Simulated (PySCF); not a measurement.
# Zinc: a sound run and one with changed settings

Sound run: Zn [Ar] 3d10 4s2, Zn⁺ [Ar] 3d10 4s1. Computed with PySCF 2.14 in 6-31G* (5s4p2d1f, 34 functions), with the non-relativistic Hamiltonian (point nucleus). In the sound run the correlated levels freeze [Ar]. The sound run starts from symmetry-adapted Hartree-Fock orbitals and uses a fine grid where one is needed.

Changed run: initial guess 1e, at most 50 SCF cycles.

```csv
species,method,sound run (hartree),changed run (hartree),converged
Zn,UHF,-1777.48110,-1777.48110,yes
Zn,LDA,-1776.12653,-1776.12653,yes
Zn,CCSD(T),-1777.72146,-1777.72146,yes
Zn⁺,BP86,-1778.95261,-1778.95261,yes
Zn⁺,MP2,-1777.42528,-1777.42528,yes
```

Here the plain start reaches the same solutions.
